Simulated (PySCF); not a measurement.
hydrogen sulfide (H2S), singlet, at a GFN2-xTB geometry. Base run: PySCF with B3LYP/def2-SVPD.

The PySCF input:
```python
from pyscf import gto, scf, dft, solvent

mol = gto.M(
    atom='''
S    -0.00035523   -0.00209154    0.10204772
H    -0.03705710    0.97315096   -0.79691824
H     0.04274080   -0.93968637   -0.83584535
''',
    basis='def2-svpd',
    verbose=3,
)

mf = dft.RKS(mol)
mf.xc = 'b3lyp'
mf.kernel()
mf.analyze()
```

Each row names what was changed in the base input (with any setting that the change needs).

| change | ΔE vs base (kcal/mol) | dipole (D) | HOMO-LUMO gap (eV) |
|---|---|---|---|
| base | 0.000 | 1.01 | 7.14 |
| model = IEF-PCM; solvent = n-hexane | -0.95 | 1.15 | 7.23 |
| model = IEF-PCM; solvent = acetonitrile; vdw_scale = 1.0 | -4.67 | 1.64 | 7.44 |
| model = IEF-PCM; solvent = acetonitrile; r_probe = 0.5 | -1.07 | 1.22 | 7.29 |
| model = ddCOSMO; solvent = acetonitrile | -1.81 | 1.32 | 7.37 |
| model = IEF-PCM; solvent = acetonitrile; vdw_scale = 1.1 | -3.56 | 1.53 | 7.43 |
| model = IEF-PCM; solvent = acetonitrile; lebedev_order = 11 | -2.68 | 1.42 | 7.37 |
| model = IEF-PCM; solvent = acetonitrile; lebedev_order = 41 | -2.71 | 1.43 | 7.39 |
| model = COSMO; solvent = acetonitrile | -2.70 | 1.43 | 7.39 |
| model = SS(V)PE; solvent = acetonitrile | -2.68 | 1.42 | 7.39 |
| model = IEF-PCM; solvent = acetonitrile; vdw_scale = 1.4 | -1.55 | 1.28 | 7.31 |
| model = IEF-PCM; solvent = acetonitrile | -2.70 | 1.43 | 7.39 |

The base is the gas phase, so ΔE is the electrostatic part of solvation at a fixed geometry, without cavity and dispersion terms.
